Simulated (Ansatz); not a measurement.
A nudged elastic band was laid between two geometries of GaH3O (5 atoms, charge 0, multiplicity 1).

Computed with RKS B3LYP-D4/def2-SVP (Ansatz 0.2.0).

```yaml
movable_images: 5
climbing_image: yes
spring: 5.0 eV/Å²
optimiser: quadratic models (default)
start_path: through a guess of the saddle point
force_threshold: 0.05 eV/Å
iteration_limit: 60
end_points: relaxed
```

First end point:

```xyz
5
Properties=species:S:1:pos:R:3
Ga 0.481 -0.002 0.017
O 0.784 -0.156 1.779
H -0.008 -0.238 2.326
H 1.796 0.128 -0.813
H -1.008 -0.015 -0.481
```

Last end point:

```xyz
5
Properties=species:S:1:pos:R:3
Ga -0.118 0.259 -1.018
O 1.057 0.118 1.026
H 0.546 -0.362 1.693
H 1.971 -0.192 1.091
H -1.411 -0.104 0.036
```

Which bonds break or form, and what moves?

Bonds broken: Ga1–O2, Ga1–H4. Bonds formed: O2–H4. GaH3O becomes GaH + H2O.

Give the energies along the band, and the barrier.

It converged. The highest image is number 3 of 0 to 6, 243.5 kJ/mol above the first end and 158.5 kJ/mol above the last; the last end lies 85.0 kJ/mol above the first. Neighbouring images differ by up to 1.2 eV, so the band resolves the path poorly. A vibrational analysis at the climbing image gives one clearly imaginary mode, 1397i cm⁻¹: a first-order saddle point. The orbitals stay closed-shell, which can raise the energy where a bond breaks towards radicals; this wasn't checked here.

```csv
image,path coordinate (Å),energy (kJ/mol),Ga1–O2 (Å),Ga1–H4 (Å),O2–H4 (Å)
0,0.00,0.0,1.79,1.56,2.80
1,0.57,28.3,1.79,1.55,2.47
2,1.15,129.8,1.83,1.54,2.00
3,1.72,243.5,1.99,1.65,1.43
4,2.26,126.0,2.24,2.07,1.00
5,2.79,89.6,2.37,2.68,0.97
6,3.33,85.0,2.36,3.00,0.97
```

What is the geometry of the highest image?


```xyz
5
Properties=species:S:1:pos:R:3:forces:R:3
Ga 0.227 0.116 -0.455 0.00 0.00 0.00
O 0.871 0.151 1.432 0.00 0.00 0.00
H 0.642 -0.463 2.155 0.00 0.00 0.00
H 1.673 -0.160 0.296 0.00 0.00 0.00
H -1.368 0.075 -0.599 0.00 0.00 0.00
```

The band took 13 iterations and about 100 core-seconds.

The run took 100 s on 1 thread of Arm Neoverse V1 (shared host), peak memory 0.12 GiB.
